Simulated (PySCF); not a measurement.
C2H4NO, SMILES C[N]C=O (connectivity only; charge and spin as stated), charge -1, multiplicity 1.

The structure is a stationary point at B3LYP-D3(BJ)/def2-SVPD. The multiplicity is an assumed one; other spin states were not compared. The isomer is the one that the SMILES or the coordinates give; other isomers of the formula were not compared. The values are those of a single conformer.

All values below come from ωB97X/def2-TZVPD run with PySCF.

Symmetry labels are those of the subgroup Cs that the program uses (full group Cs).

Computed valence orbital energies around the gap with their symmetry:
```csv
orbital,symmetry,energy (eV)
HOMO−7,A',-10.15
HOMO−6,A",-9.36
HOMO−5,A',-8.85
HOMO−4,A',-7.88
HOMO−3,A",-6.93
HOMO−2,A',-4.21
HOMO−1,A',-3.56
HOMO,A",-2.97
LUMO,A',5.71
LUMO+1,A',6.42
LUMO+2,A',7.01
LUMO+3,A",7.42
```
